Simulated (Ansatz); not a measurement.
C$_{2}$H$_{6}$FNSi (`CN1C[SiH]1F`), 11 atoms. The species carries charge 0 and has multiplicity 1. All runs use 4 threads of an Arm Neoverse V2 on a shared host. Correlated methods freeze the cores.

(1) How many basis functions does each run have, and how long does it take in Ansatz? RKS ωB97M-V/def2-SVP energy; RKS PBE-QIDH (frozen core)/def2-TZVPP energy; RHF-MP2/def2-QZVPP energy; RKS PBE-D4/def2-TZVPP energy and forces; RHF-CCSD(T)/def2-TZVPP energy; RKS PBE0-D4/def2-SVP energy; direct RPA on PBE orbitals/def2-TZVPP energy; RKS PBE0-D4/def2-TZVP frequencies; RKS B97M-V/def2-TZVPP energy; RKS SPW92 (LDA)/def2-TZVPP energy; RKS ωB97M-V/def2-QZVPP energy; RKS PBE0-D4/def2-TZVP relaxation (8 steps). (Best estimate.)

## Answers

(1) Computed: Other jobs shared the machine, so times are rough.

| level | job | functions | wall time | peak host memory (GiB) |
| --- | --- | --- | --- | --- |
| RKS PBE0-D4/def2-SVP | energy | 104 | 0.9 s | 0.55 |
| RKS SPW92 (LDA)/def2-TZVPP | energy | 250 | 1.1 s | 0.3 |
| RKS PBE-D4/def2-TZVPP | energy and forces | 250 | 2.2 s | 0.31 |
| RKS ωB97M-V/def2-SVP | energy | 104 | 3.4 s | 0.55 |
| direct RPA on PBE orbitals/def2-TZVPP | energy | 250 | 4.9 s | 0.63 |
| RKS PBE-QIDH (frozen core)/def2-TZVPP | energy | 250 | 4.9 s | 0.65 |
| RKS B97M-V/def2-TZVPP | energy | 250 | 8 s | 0.39 |
| RKS ωB97M-V/def2-QZVPP | energy | 478 | 17 s | 1.9 |
| RHF-MP2/def2-QZVPP | energy | 478 | 20 s | 3 |
| RKS PBE0-D4/def2-TZVP | relaxation (8 steps) | 197 | 24 s | 0.47 |
| RKS PBE0-D4/def2-TZVP | frequencies | 197 | 2.1 min | 0.55 |
| RHF-CCSD(T)/def2-TZVPP | energy | 250 | 2.3 min | 5.5 |
